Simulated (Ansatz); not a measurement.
Reaction (ligand exchange at a Zr–I bond): `[NH2][Zr]([NH2])([F])[I]` + NH₃ → `[NH2][Zr]([NH2])([NH2])[F]` + HI

Isolated molecules relaxed with PBE0-D4/def2-TZVP in Ansatz; ΔE leaves out vibrations. CCSD(T)/CBS is the MP2 limit (def2-TZVPP, def2-QZVPP) plus CCSD(T) − MP2 in def2-TZVPP, frozen cores. This one scheme is used for every species. Functionals use def2-TZVPP. B3LYP here is the variant with VWN-RPA as its local correlation; programs differ in this. Elements past krypton have def2 core potentials. For I, Zr outer-core shells are correlated without core-valence functions, which leaves a few kJ/mol of doubt a bond. Each species was taken in one conformer, which may not be the lowest.

```csv
level,ΔE (kJ/mol)
revPBE-D4,98.5
r2SCANh-D4,108.4
CAM-B3LYP-D4,95.4
ωB97X-V,100.4
B3LYP,97.5
r2SCANh,108.1
r2SCAN0,110.4
SCS-MP2/def2-TZVPP,106.8
```

What does CCSD(T)/CBS give? (Best estimate.)

Ansatz gave: +105.4 kJ/mol. The listed levels differ from it by -6.9, 3.0, -10.0, -5.0, -7.9, 2.7, 5.0, 1.4 kJ/mol.

Largest T1 diagnostic among the species: 0.016.

At CCSD(T), def2-SVP lies −9.8 kJ/mol from the extrapolated value and def2-TZVPP −2.2 kJ/mol. From BLYP to BHLYP (50 % exact exchange), in def2-TZVPP and without D4, ΔE moves by +11.7 kJ/mol.
